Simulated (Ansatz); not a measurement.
Relaxation of CH$_{5}$BClN (9 atoms, charge 0, multiplicity 1), to a largest force component of 0.02 eV/Å in at most 40 steps.

Level of theory: Ansatz 0.2.0, RKS B3LYP/6-31G*.

```xyz
9
Properties=species:S:1:pos:R:3:forces:R:3
B 0.000 0.000 0.000 0.00 0.01 3.26
N 0.000 0.000 1.550 -0.44 -0.09 -2.92
H -0.877 -0.271 2.080 1.78 0.82 -0.66
H 0.877 0.271 2.080 -1.79 -0.78 -0.78
C 1.386 0.000 -0.800 -0.72 0.43 0.17
H 1.715 -1.046 -0.970 -0.05 0.45 0.01
H 1.249 0.508 -1.777 0.30 -0.33 0.38
H 2.155 0.538 -0.208 -0.15 -0.33 -0.34
Cl -1.611 0.000 -0.930 1.07 -0.18 0.89
```

Problem. Where does it end, and by what steps?

Solution. The run converged. After 10 steps the energy has fallen by 0.695 eV; Cl9 moved furthest, 0.44 Å.

| step | energy less start (eV) | largest force component (eV/Å) | accepted |
| --- | --- | --- | --- |
| 0 | 0.0000 | 3.257 | yes |
| 1 | -0.5729 | 1.524 | yes |
| 2 | -0.6480 | 1.565 | yes |
| 3 | -0.6711 | 0.487 | yes |
| 4 | -0.6844 | 0.191 | yes |
| 5 | -0.6922 | 0.086 | yes |
| 6 | -0.6941 | 0.032 | yes |
| 7 | -0.6939 | 0.126 | no |
| 8 | -0.6942 | 0.121 | yes |
| 9 | -0.6947 | 0.063 | yes |
| 10 | -0.6949 | 0.002 | yes |

```xyz
9
Properties=species:S:1:pos:R:3
B 0.042 -0.077 0.074
N -0.024 0.087 1.457
H -0.885 0.028 1.983
H 0.795 0.276 2.018
C 1.373 0.010 -0.760
H 1.552 -0.926 -1.303
H 1.303 0.797 -1.521
H 2.255 0.215 -0.140
Cl -1.515 -0.409 -0.783
```

Whether the end is a true minimum wasn't checked by a vibrational analysis.

Run time: 39 s on 1 thread of Arm Neoverse V2, on a shared host, peak memory 0.16 GiB.
